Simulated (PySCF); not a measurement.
Dipole response of Xe³⁺ (xenon, charge +3)

[Kr] 4d10 5s2 5p3, high-spin 4S determinant. Calculation: PySCF 2.14, in x2c-TZVPPall with one added diffuse shell each of s, p, d, f type (9s7p5d3f, 76 functions); scalar relativity by spin-free X2C-1e. Coupled (time-dependent) response in atomic units; α is the mean over directions.

```tsv
method	mean α (bohr³)	C₆ (like pair)	S(−4)
UHF	9.655	56.92	19.02
PBE	9.315	54.53	16.56
PBE0	9.335	54.65	16.79
B97-3	9.285	54.45	16.40
B3LYP	9.316	54.53	16.63
```

S(−4) is the Cauchy moment in α(ω) = α(0) + S(−4) ω² + …

α(iu) at B97-3:

```
u (hartree)  α(iu) (bohr³)
          0          9.285
     0.0500          9.244
      0.100          9.124
      0.200          8.679
      0.300          8.039
      0.500          6.561
      0.750          4.927
       1.00          3.748
       1.50          2.377
       2.00          1.681
       3.00          1.017
       5.00         0.5167
```

For an ion, C₆ is the dispersion term alone; charge-induced terms of lower order in 1/R come first.
